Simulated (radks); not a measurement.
All-electron atom: Ne7+ in 1s1.75 2s1.25 (fractional occupations, a model configuration). All-electron calculation, Dirac Kohn-Sham, AM05, spin-unpolarised, spherical densities, finite nucleus; Fermi nuclear charge, rms radius 3.0055 fm. Program: a radial shooting solver on a logarithmic mesh with Libxc functionals. Some entries of the table are withheld. Estimate them.

orbital  occ.  eigenvalue (hartree)  <r^2> (bohr^2)
1s1/2    1.75             -40.64216             (1)
2s1/2    1.25              -8.31920          0.5410
2p1/2       0              -7.75244          0.4311
2p3/2       0              -7.74276          0.4323
3s1/2       0              -3.32230           2.985
3d3/2       0              -3.05463             (2)
3d5/2       0              -3.05396             (3)

Answer. 
(1) 1s1/2 <r^2> (bohr^2): 0.03258
(2) 3d3/2 <r^2> (bohr^2): 2.066
(3) 3d5/2 <r^2> (bohr^2): 2.067
